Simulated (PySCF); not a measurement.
# What settings do to a single point of [Eu(NH3)]3+

The sound run of [Eu(NH3)]3+ (singlet in the valence; each metal's 4f electrons, 6 of them, lie in its core potential, out of spins and levels) uses PySCF 2.14.0, RKS PBE0, Eu lcecp-1-SVP with ECP52, N def2-SVP, H def2-SVP; non-relativistic Hamiltonian with scalar-relativistic core potentials where named; density fitting; no spin-orbit coupling, grid (50, 194), threshold 1e-8 Eh and 55 cycles, at the relaxed geometry:

```xyz
5

Eu    0.0000    0.0000   -0.1466
N     0.0000    0.0000    2.2086
H     0.9414    0.0000    2.6673
H    -0.4707    0.8153    2.6673
H    -0.4707   -0.8153    2.6673
```

There Eu1 has a Mulliken charge of 2.48 e and the dipole about the centre of mass is 3.68 D. Each run below changes one thing and starts from free metal ions and neutral atoms unless it says otherwise; with 55 cycles, smearing, a level shift and second-order steps follow where DIIS fails, and their cycles count. Energy shifts count from the sound run. On f atoms grids over 110 angular points are at least (60, 302).

```csv
change,outcome,cycles,energy shift (eV),largest force component (eV/Å),charge on Eu1 (e),dipole about the centre of mass (D)
"charge changed by +4, spin kept, limit 63 cycles",converged,14,–,17.76,3.39,35.63
"grid (99, 590)",converged,10,-0.0002,0.00,2.48,3.68
all coordinates × 0.94,converged,10,0.39,2.74,2.45,3.64
cycle limit 8,not converged,8,–,–,–,–
```

(1) How does the run with this change end: start from a density of up to 30 smeared cycles (not counted)?

Unsound on purpose, so not properties of the compound: charge changed by +4, spin kept, limit 63 cycles.

Forces carry noise of the integration grid, about 0.01 to 0.03 eV/Å.

An lcecp potential fixes the number of 4f electrons, so in runs with it no electron can move into or out of that shell.

## Answers

(1) outcome converged, cycles 6, energy shift (eV) 0.0000, largest force component (eV/Å) 0.00, charge on Eu1 (e) 2.48, dipole about the centre of mass (D) 3.68.
